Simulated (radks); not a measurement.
Results of a calculation; reference values are marked as such.
Task: Ionisation of neutral lithium, [He] 2s1, to Li+, [He], under several functionals. Scalar-relativistic Kohn-Sham, spin-polarised, spherical densities, finite nucleus; open shells are filled with parallel spins first; a radial shooting solver on a logarithmic mesh with Libxc functionals. Known Delta-SCF values: revPBE 5.609 eV; BLYP 5.531 eV; LDA (Slater exchange, Perdew-Zunger correlation) 5.472 eV. What does PBEsol give, and what is its highest occupied eigenvalue?

Result: 5.474 eV by Delta-SCF; the 2s eigenvalue is -3.162 eV. NIST: 5.392 eV (measured).
